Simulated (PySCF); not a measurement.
CH3Cl2NSi2. Atoms are numbered in the order given.

```xyz
9

Cl     1.4192    -0.1202     1.6667
Si     0.2265     0.0221     0.0000
Cl     1.4192    -0.1202    -1.6667
N     -0.7296     1.5347     0.0000
C     -1.9308     1.0688     0.0000
Si    -1.9258    -0.8655     0.0000
H     -2.7874     1.7701     0.0000
H     -2.4911    -1.5149    -1.2214
H     -2.4911    -1.5149     1.2214
```
Charge 0, spin multiplicity 1.

Coordinates come from a PBE0-D3(BJ)/def2-SVP optimisation. The structure was generated by enumeration, and PubChem lists no compound with its InChIKey, so it may never have been made.

The numbers are results of PBE0/pcSseg-1 (PySCF), not measurements.

GIAO shieldings, no solvent; atoms alike by connectivity are averaged. δ = σ(ref) − σ: ³⁵Cl against HCl (σ = 945.9 ppm); ²⁹Si against TMS (σ = 352.7 ppm); ¹⁵N against NH3 (σ = 267.4 ppm); ¹³C against TMS (σ = 186.3 ppm); ¹H against TMS (σ = 31.56 ppm), references at their B3LYP-D3(BJ)/def2-TZVP geometries, non-relativistic (without spin–orbit terms, shifts of atoms bonded to Cl or Br come out too high).

```
nucleus     atoms  count  δ (ppm)
-------  --------  -----  -------
³⁵Cl     Cl1, Cl3      2    133.4
²⁹Si          Si2      1     30.4
²⁹Si          Si6      1     -2.5
¹⁵N            N4      1    578.9
¹³C            C5      1    220.0
¹H             H7      1    10.78
¹H         H8, H9      2     5.77
```
